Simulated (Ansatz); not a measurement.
Stepwise reaction of `N[SiH](Cl)Cl` with ammonia, as a gas-phase model of exchange steps in deposition or etching. ΔE in kJ/mol; ΔG adds harmonic PBE0-D4 terms to CCSD(T)/CBS, at 1 bar.

Computed with Ansatz on PBE0-D4/def2-TZVP structures; ΔE is electronic, products minus reactants. CCSD(T)/CBS adds triple-zeta CCSD(T) − MP2 to the extrapolated MP2 energy (def2 sets, frozen cores). This one scheme is used for every species. Functionals use def2-TZVPP. B3LYP here is the variant with VWN-RPA as its local correlation; programs differ in this. One conformer a species, not always the lowest.

| step | reaction | PBE-D4 | B3LYP-D4 | ωB97M-V | CCSD(T)/CBS | ΔG(600 K) |
| --- | --- | --- | --- | --- | --- | --- |
| 1 | `N[SiH](Cl)Cl` + NH₃ → `N[SiH](N)Cl` + HCl | 36.4 | 31.7 | 32.6 | 31.8 | 29.5 |
| 2 | `N[SiH](N)Cl` + NH₃ → `N[SiH](N)N` + HCl | 54.5 | 51.1 | 51.5 | 50.5 | 45.8 |

By hand: ΔE of the 2 steps together at CCSD(T)/CBS.

(31.8) + (50.5) = 82.3 kJ/mol, or 41.1 kJ/mol a step.

In ΔE each step is higher than the one before. All are uphill at CCSD(T)/CBS. ΔG lies between 29.5 and 45.8 kJ/mol a step. PBE-D4 differs from CCSD(T)/CBS by 4.0 to 4.6 kJ/mol a step. Isolated molecules leave out the surface, adducts and barriers. Largest T1 diagnostic: 0.010.
